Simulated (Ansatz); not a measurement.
Ansatz (a quantum-chemistry and plane-wave program) input (CCSD(T)/6-31G*):

Ansatz 0.2 input:
```yaml
crystal:
  periodic: [false, false, false]
  atoms:
    - {symbol: Si, position_ang: [-0.11195686, -0.08544414, -0.86256966]}
    - {symbol: Br, position_ang: [0.21229064, 0.12581020, 1.37064662]}
    - {symbol: N, position_ang: [1.47579977, -0.51939975, -1.41903468]}
    - {symbol: N, position_ang: [-0.83656194, 1.37641757, -1.33586308]}
    - {symbol: N, position_ang: [-1.11075077, -1.35739514, -1.36535778]}
    - {symbol: H, position_ang: [2.16638345, 0.22338293, -1.29676574]}
    - {symbol: H, position_ang: [-1.25600116, 1.48575882, -2.24474515]}
    - {symbol: H, position_ang: [-0.66741868, 2.24833677, -0.86399693]}
    - {symbol: H, position_ang: [-0.71503131, -2.27181803, -1.51459084]}
    - {symbol: H, position_ang: [-2.09011781, -1.39015833, -1.13476880]}
basis:
  gaussian:
    orbitals: 6-31G*
magnetization: {spin_polarized: true, initial_magnetization: 1}
correlation: {method: ccsd_t, electrons: outside_noble_gas}
```

Output:

```
Functional definition: HF
integrals: 0.27 GiB planned
1064 factors; integrals over basis functions are off by at most 8.7e-4 eV
mean field: 0.83 GiB planned
mean field evaluation 1: about -82374.0789 eV, gradient 3.0e1 eV
mean field evaluation 2: about -82374.1249 eV, gradient 3.0e1 eV
mean field evaluation 4: about -82378.9000 eV, gradient 3.1e0 eV
mean field evaluation 8: about -82379.0463 eV, gradient 2.6e-1 eV
mean field evaluation 16: about -82379.0522 eV, gradient 9.1e-7 eV
mean field evaluation 32: about -82378.9249 eV, gradient 2.5e0 eV
mean field evaluation 64: about -82377.8327 eV, gradient 8.9e-3 eV
mean field evaluation 96: about -82377.8865 eV, gradient 6.4e-1 eV
mean field -82379.05217562 eV, -3027.3743289268 hartree, gradient 1.3e-6 eV, S^2 0.757513; 5 other end points of the search recorded, 0 dependent functions left out
determinant -82379.05217562 eV, -3027.3743289268 hartree, with singles and doubles -82398.09508754 eV, -3028.0741430321 hartree
determinant -82377.83268035 eV, -3027.3295133025 hartree, with singles and doubles -82396.91577429 eV, -3028.0308040697 hartree
22 core orbitals not correlated
reference -82379.05217562 eV, -3027.3743289268 hartree; 16, 15 occupied and 71, 72 virtual orbitals, 1064 factors
second order -17.72414716 eV of doubles, -0.00000000 eV of singles
coupled cluster: 0.89 GiB planned
cycle   1  -19.04340100 eV  change   -4.9e-4 eV  update   1.7e-3
cycle   2  -19.04391595 eV  change   -5.1e-4 eV  update   1.2e-3
cycle   3  -19.04347526 eV  change    4.4e-4 eV  update   5.6e-4
cycle   4  -19.04397720 eV  change   -5.0e-4 eV  update   1.7e-4
cycle   5  -19.04421973 eV  change   -2.4e-4 eV  update   5.0e-5
cycle   6  -19.04428598 eV  change   -6.6e-5 eV  update   3.3e-5
cycle   7  -19.04422887 eV  change    5.7e-5 eV  update   1.7e-5
cycle   8  -19.04421276 eV  change    1.6e-5 eV  update   9.6e-6
perturbative correction -0.43645757 eV, -0.0160395200 hartree
Total energy: -82398.53284595 eV, -3028.0902303573 hartree
```

It need not be the lowest isomer of its formula.
